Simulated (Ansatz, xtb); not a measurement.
# C5H4O2S: which of two isomers lies lower

Structure a is `O=c1cccc(S)o1`, a singlet and structure b is `O=c1cccc(O)s1`, a singlet. Both are isolated molecules in the gas phase, relaxed with r2SCAN-D4/def2-SVP; the shapes shown needn't be the lowest conformers.

a (Å):

```xyz
12

C    -0.0686   -0.0273    1.5168
C    -0.8267   -0.6755    0.4831
C    -0.6537   -0.3582   -0.8403
C     0.2802    0.6242   -1.2589
C     1.0114    1.2512   -0.2800
O    -0.0838   -0.1724    2.7057
O     0.8675    0.9668    1.0095
S     2.2067    2.4892   -0.6355
H    -1.5424   -1.4297    0.8148
H    -1.2508   -0.8746   -1.5987
H     0.4224    0.8809   -2.3090
H     2.5366    2.6794    0.6611
```

b (Å):

```yaml
atoms:
  - { symbol: C, position_ang: [-0.0966, -0.0515, 1.7712] }
  - { symbol: C, position_ang: [-0.7067, -0.7165, 0.6588] }
  - { symbol: C, position_ang: [-0.5171, -0.4215, -0.6723] }
  - { symbol: C, position_ang: [0.3094, 0.5873, -1.2216] }
  - { symbol: C, position_ang: [1.0578, 1.4331, -0.4379] }
  - { symbol: O, position_ang: [-0.2138, -0.2527, 2.9520] }
  - { symbol: O, position_ang: [1.8227, 2.3704, -1.0187] }
  - { symbol: S, position_ang: [1.0762, 1.3639, 1.2950] }
  - { symbol: H, position_ang: [-1.3794, -1.5293, 0.9480] }
  - { symbol: H, position_ang: [-1.0684, -1.0373, -1.3906] }
  - { symbol: H, position_ang: [0.3722, 0.7187, -2.3043] }
  - { symbol: H, position_ang: [2.2871, 2.8851, -0.3403] }
```

Energies in hartree; the thermal terms are from GFN2-xTB frequencies at re-optimised GFN2-xTB minima (ideal gas, soft modes damped towards free rotors, one conformer each, 298.15 K, 1 atm) and include the zero-point energy:

|  | a | b |
| --- | --- | --- |
| E, CCSD(T)/def2-SVP | −739.732466 | −739.725168 |
| E, MP2/def2-SVP | −739.645104 | −739.640406 |
| E, MP2/def2-TZVPP | −740.456556 | −740.457922 |
| zero-point energy | 0.076068 | 0.078134 |
| H(298 K) − E | 0.084159 | 0.086301 |
| G(298 K) − E | 0.044315 | 0.046387 |

Correct the CCSD(T) difference for the basis set by the MP2 change, then work out ΔE, ΔE₀, ΔH and ΔG for a → b in kJ/mol (1 Eh = 2625.50 kJ/mol) and the equilibrium ratio [b]/[a].

1. Differences b − a: CCSD(T) +0.007298, MP2 in the small set +0.004698, MP2 in the large set −0.001366 Eh.
2. ΔE = +0.007298 + (−0.001366 − (+0.004698)) = +0.001234 Eh = +3.24 kJ/mol.
3. ΔE₀ = ΔE + ΔZPE = +0.001234 + (+0.002066) Eh = +8.66 kJ/mol.
4. ΔH = ΔE + (+0.002142) Eh = +8.86 kJ/mol.
5. ΔG = ΔE + (+0.002072) Eh = +8.68 kJ/mol, so ΔS = (ΔH − ΔG)/T = +0.6 J/(mol K).
6. kT = 0.9442 mEh, so K = [b]/[a] = exp(−ΔG/kT) = exp(−3.50) ≈ 0.03.

Structure a is favoured at this temperature. An error of 4 kJ/mol in ΔG would change K by a factor of 5. The basis-set step is large, which makes the value less sure. Mirror images and further conformers aren't counted.

As drawn, b has 1 C–S, 1 O–H in place of 1 C–O, 1 S–H.

Other levels gave ΔE = +28.6 (GFN2-xTB); +51.7 (HF/STO-3G, GFN2-xTB geometries); +2.9 (r2SCAN-D4/def2-SVP//GFN2-xTB); +3.9 (r2SCAN-D4/def2-SVP); +36.5 (HF/def2-SVP); +12.3 (MP2/def2-SVP); +19.2 (CCSD(T)/def2-SVP) kJ/mol. The correlated steps freeze 12 core orbitals. Programs: Ansatz 0.2.0, xtb 6.7.1.
